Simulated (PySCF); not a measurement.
SMILES Cc1cccc(C(=O)O)c1 (GFN2-xTB optimised geometry):

```
18

C     -2.466    -1.898     0.019
C     -1.693    -0.616     0.000
C     -2.357     0.608    -0.001
C     -1.654     1.801    -0.002
C     -0.271     1.797    -0.001
C      0.406     0.581     0.000
C      1.882     0.514    -0.001
O      2.526    -0.506    -0.032
O      2.474     1.720     0.036
C     -0.308    -0.616     0.000
H     -2.872    -2.074     1.015
H     -1.829    -2.739    -0.243
H     -3.300    -1.855    -0.679
H     -3.437     0.623    -0.002
H     -2.189     2.739    -0.005
H      0.285     2.720    -0.003
H      3.437     1.607     0.032
H      0.247    -1.543     0.000
```

Computed with PBE0/def2-SVP in PySCF 2.14.0.

### Question
What are the frontier orbital energies and the dipole moment?

### Answer
HOMO-2 -7.93 eV, HOMO-1 -7.53 eV, HOMO -7.27 eV, LUMO -1.27 eV, LUMO+1 -0.17 eV; dipole moment 1.86 D.

Meta-Löwdin charges at PBE0/def2-SVP: C1 -0.31, C2 0.03, C3 -0.10, C4 -0.11, C5 -0.10, C6 -0.05, C7 0.49, O8 -0.45, O9 -0.44, C10 -0.10, H11 0.12, H12 0.11, H13 0.11, H14 0.11, H15 0.11, H16 0.12, H17 0.34, H18 0.12.
